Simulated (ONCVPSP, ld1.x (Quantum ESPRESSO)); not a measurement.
**Potentials for S (Z = 16) compared**

Generated with ld1.x 7.5 (TM, RRKJ, ultrasoft, PAW), atompaw 4.2 or ONCVPSP 4.0.1. The cutoff is in Ry: for ld1.x and atompaw files where the sum of valence levels is converged to 10 mRy in a Bessel basis, for ONCV files where the hardest occupied wave has 1 mHa per electron of residual kinetic energy. The error is the largest all-electron minus pseudo excitation energy over each file’s own four to seven test configurations (ionisations up to +4, promotions, holes and added fractions of an electron), all of which were solved. The labels leave out finer settings (local radius, basis sizes, second energies), which also bear on the numbers. Spin-polarised tests are not counted. The rows are a selection from randomly drawn settings: files with unsolved tests, undetermined cutoffs or missed reference levels are left out.

A true bound ghost makes a file unfit for plane-wave use even where its test errors are small: the radial tests pick states by their node count and pass the ghost by.

```tsv
potential	cutoff (Ry)	largest error (meV)	bound ghosts
ONCV, PBE, scalar-relativistic, rc 1.35/1.30 (sp), local smoothed, core correction yes, reference 3s2 3p2, qcut 5.3/5.3, projectors 2/3	27	+7.0	p
ONCV, PBE, scalar-relativistic, rc 1.40/1.65/1.65 (spd), local smoothed, core correction yes, reference 3s2 3p2, qcut 5.1/5.4/5.9, projectors 2/1/1	27	-208	none
ONCV, PBE, scalar-relativistic, rc 0.75/0.85/0.75 (spd), local d, core correction no, reference 2s2 2p6 3s2 3p3, qcut 21.3/13.8/13.1, projectors 2/2/0	282	+24	none
TM, PBEsol, non-relativistic, rc 1.15/1.25 (sp), local p, core correction yes, reference 3s2 3p4	70	+182	none
ONCV, PBE, non-relativistic, rc 0.95/0.90/1.05 (spd), local smoothed, core correction yes, reference 2s2 2p6 3s2 3p4, qcut 14.3/13.3/7.7, projectors 2/2/2	162	+11	none
```

Task: Fill in the row for S: TM, LDA (PZ), scalar-relativistic, rc 1.45/1.60 (sp), local smoothed, core correction no, reference 3s2 3p3.

Result: cutoff 40 Ry, largest error +91 meV, bound ghosts: none.

Task: Fill in the row for S: ONCV, PBE, non-relativistic, rc 0.75/0.90/0.95 (spd), local smoothed, core correction no, reference 2s2 2p6 3s2 3p3, qcut 18.6/13.7/9.2, projectors 3/2/1.

Result: cutoff 243 Ry, largest error +8.0 meV, bound ghosts: none.
